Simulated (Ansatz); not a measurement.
H₈N₂O₃Si₂, SMILES `N[SiH](O)[Si](N)(O)O`. The species carries charge 0 and has multiplicity 1. The structure was optimised at the PBE0-D4/def2-TZVP level. It is one conformer, not always the lowest.

```xyz
15

N     1.040    0.322    2.266
Si   -0.259   -0.281    1.325
O    -0.230   -1.933    1.185
Si   -0.138    0.406   -0.908
N    -0.779   -0.588   -2.161
O    -0.931    1.845   -1.004
O     1.488    0.496   -1.182
H     1.944    0.491    1.856
H     0.873    0.904    3.069
H    -1.485    0.153    2.056
H    -0.078   -2.418    1.999
H    -1.782   -0.615   -2.270
H    -0.404   -1.521   -2.256
H    -1.021    2.237   -1.875
H     1.763    0.501   -2.101
```

Problem. What is the dipole moment at r2SCAN/def2-TZVPP? (An estimate is asked.)

Solution. The calculation gave: 1.02 D, with components (0.34, -0.23, -0.93) D in this frame, pointing from negative to positive charge.

Problem. And with PBE, B3LYP, ωB97M-V? (Estimate.)

Solution. Computed: PBE 0.99 D, B3LYP 0.97 D, ωB97M-V 1.00 D.

Problem. Give the Mulliken charges with r2SCAN, B3LYP, PBE in def2-TZVPP. (Estimate.)

Solution. Ansatz gave: 
```tsv
atom	r2SCAN	B3LYP	PBE
N1	-0.46	-0.40	-0.38
Si2	0.46	0.44	0.33
O3	-0.42	-0.40	-0.36
Si4	0.63	0.61	0.48
N5	-0.45	-0.41	-0.39
O6	-0.42	-0.40	-0.35
O7	-0.43	-0.41	-0.36
H8	0.17	0.15	0.16
H9	0.16	0.14	0.15
H10	-0.13	-0.13	-0.12
H11	0.19	0.18	0.18
H12	0.15	0.14	0.15
H13	0.16	0.14	0.15
H14	0.19	0.18	0.18
H15	0.19	0.18	0.18
```

B3LYP here is the variant with VWN-RPA as its local correlation; programs differ in this.
